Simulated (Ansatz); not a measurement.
Molecule: BF2 (charge -1, singlet). SMILES of the parent species: F[B]F
Geometry from a B3LYP-D3(BJ)/def2-TZVP (Ansatz, a first-principles code) optimisation:
```
B
F 1 1.3890
F 1 1.3890 2 105.20
```
Charge -1, spin multiplicity 1.

Parts of the frozen-core correlation energy in cc-pVDZ (Ansatz, hartree). Frozen orbitals: 3; correlated occupied orbitals by spin: 9 and 9; virtual: 30 and 30. Spin-orbit coupling is left out. Non-relativistic. The restricted reference is unstable.

```csv
term,value
reference (HF),-223.59364
MP2 opposite-spin,?
MP2 same-spin,?
CCSD correlation,?
(T),-0.00871
CCSDT minus CCSD(T),-0.00052
T1 diagnostic,0.014
largest doubles amplitude,0.111
```

Fill in the missing entries.


- MP2 opposite-spin, value: -0.33246
- MP2 same-spin, value: -0.12231
- CCSD correlation, value: -0.46878
